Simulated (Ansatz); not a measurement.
The cluster Na₆H₆. Total charge 0; triplet. Geometry PBE-D4/def2-SVP, that of the neutral singlet; atoms count from 1.

```
atom    x (Å)    y (Å)    z (Å)
 Na1  -1.0053   2.0012  -0.8559
 Na2   2.3132   0.5853  -0.2656
 Na3  -2.3106  -0.5841   0.2607
 Na4   1.0028  -1.9963   0.8582
 Na5  -0.2631  -1.4167  -1.9161
 Na6   0.2626   1.4121   1.9164
  H7  -1.7698   1.2754   1.2136
  H8   1.7694  -1.2732  -1.2144
  H9   0.9954   2.2850  -0.1093
 H10  -1.6902   0.1986  -1.8226
 H11  -0.9956  -2.2885   0.1075
 H12   1.6913  -0.1988   1.8274
```

At PBE0-D4/def2-TZVP a singlet of charge 0 lies 4.28 eV below the triplet at the same geometry. The structure comes from a short search, and lower isomers may exist.

Question: Estimate the Mulliken populations from the PBE0/def2-TZVP orbitals of Ansatz.

Answer: 
| atom | charge (e) | spin (α − β) |
| --- | --- | --- |
| Na1 | 0.07 | 0.42 |
| Na2 | 0.38 | 0.02 |
| Na3 | 0.37 | 0.02 |
| Na4 | 0.38 | 0.06 |
| Na5 | 0.38 | 0.06 |
| Na6 | 0.08 | 0.40 |
| H7 | -0.15 | 0.40 |
| H8 | -0.34 | 0.12 |
| H9 | -0.16 | 0.39 |
| H10 | -0.34 | 0.01 |
| H11 | -0.34 | 0.12 |
| H12 | -0.34 | 0.00 |
Mulliken values depend strongly on the basis.

Question: Where does the spin sit?

Answer: Summed by element: Na 0.97, H 1.03, of 2 unpaired in all. Largest on single atoms: Na1 0.42, Na6 0.40, H7 0.40.

Question: And the Mayer bond orders between heavy atoms (over 0.3)?

Answer: Na1–Na6 0.43 (3.10 Å).
